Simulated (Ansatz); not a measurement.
Cost and result for the atomization energy of `[NH2][Ga]([F])[O][SiH3]` (10 atoms, 9 bonds).

Cartesian coordinates in Å:
```
N 2.085 -1.592 0.062
Ga 0.440 -0.943 -0.221
F -0.746 -1.898 -1.082
O -0.057 0.681 0.251
Si -1.379 1.635 0.115
H 2.722 -1.144 0.698
H 2.287 -2.569 -0.065
H -2.557 1.015 0.779
H -1.717 1.883 -1.313
H -1.079 2.932 0.775
```

Total charge 0; spin multiplicity 1. Correlated methods include outer-core shells of Ga, which these sets cover unevenly. Scalar relativity is left out up to krypton. Geometry: relaxed with PBE0-D4/def2-TZVP. It is one conformer, not always the lowest. Program: Ansatz. Hardware: A = 2 threads of a server CPU on a shared host; B = 2 threads of an AMD EPYC 7R13 on a shared host and a share of an NVIDIA H100 80 GB. Times are those of one run each, without the atoms' runs, and a repeat can differ threefold. Electronic energies, without spin–orbit coupling; frozen cores. CCSD(T)/CBS adds CCSD(T) − MP2 in def2-TZVPP to the MP2 limit, and its time is that of the two runs behind it. T1 = 0.013. With those shells the extrapolation isn't a true limit. B3LYP takes the VWN-RPA correlation (the form of Gaussian; ORCA's B3LYP/G). HSE06 is the plane-wave form, built on full-range PBE exchange.

CCSD(T)/CBS is a level of theory with its own doubt, some kJ/mol a heavy atom from the limit and from the frozen cores, so smaller differences don't rank the functionals.

| level | functions | wall time | atomization (kJ/mol) | difference from CCSD(T)/CBS | per bond |
| --- | --- | --- | --- | --- | --- |
| BLYP-D4/def2-TZVPP [A] | 253 | 3.4 s | 3355.7 | -47.7 | -5.3 |
| CCSD(T)/def2-TZVPP [B] | 253 | 4 s | 3307.9 | -95.5 | -10.6 |
| PBE-D4/def2-TZVPP (with forces) [A] | 253 | 4.1 s | 3389.2 | -14.2 | -1.6 |
| MP2/def2-QZVPP [B] | 480 | 4.5 s | 3443.5 | 40.1 | 4.5 |
| PBE0-D4/def2-TZVPP [A] | 253 | 5 s | 3321.0 | -82.4 | -9.2 |
| HSE06-D4/def2-TZVPP [A] | 253 | 5.5 s | 3323.4 | -80.0 | -8.9 |
| r2SCAN-D4/def2-TZVPP (with forces) [A] | 253 | 7 s | 3371.3 | -32.1 | -3.6 |
| B3LYP-D4/def2-TZVPP (with forces) [A] | 253 | 8 s | 3355.2 | -48.2 | -5.4 |
| CCSD(T)/CBS(def2) | – | 8.5 s | 3403.4 | 0.0 | 0.0 |
| r2SCANh-D4/def2-TZVPP [A] | 253 | 8.6 s | 3342.0 | -61.4 | -6.8 |
| PBE-QIDH/def2-TZVPP [A] | 253 | 9 s | 3333.9 | -69.5 | -7.7 |
| B97M-V/def2-TZVPP [A] | 253 | 12 s | 3367.6 | -35.8 | -4.0 |
| CCSD(T)/def2-SVP [A] | 117 | 13 s | 3139.5 | -263.9 | -29.3 |

From BLYP to BHLYP (50 % exact exchange), in def2-TZVPP and without D4, the atomization energy moves by −83.8 kJ/mol: exact exchange takes away binding that semilocal exchange gives to molecules. In def2-TZVPP, CCSD(T) changes the Hartree–Fock value by +923.8 kJ/mol (the triples alone add +50.6 kJ/mol) and MP2 by +1000.8 kJ/mol; breaking electron pairs costs correlation energy, which Hartree–Fock lacks. At CCSD(T), def2-SVP lies −263.9 kJ/mol from the extrapolated value and def2-TZVPP −95.5 kJ/mol: correlation converges slowly with the basis, and small sets miss more of it in the bonded molecule than in its fragments.
